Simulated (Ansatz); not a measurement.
AsH₄N, SMILES `N[AsH2]`, charge 0, multiplicity 1.

(1) Give a relaxed structure at PBE0-D4/def2-TZVP (the Gaussian-basis code of Ansatz). (An estimate is asked.)

Answers

(1) Computed: 
Cartesian coordinates in Å:
```
N 0.4749 -0.0611 0.8290
As -0.2269 0.8021 -0.6537
H 0.2609 -1.0470 0.8859
H 1.4777 0.0588 0.8669
H -1.6859 0.5998 -0.2638
H -0.3007 -0.3525 -1.6642
```
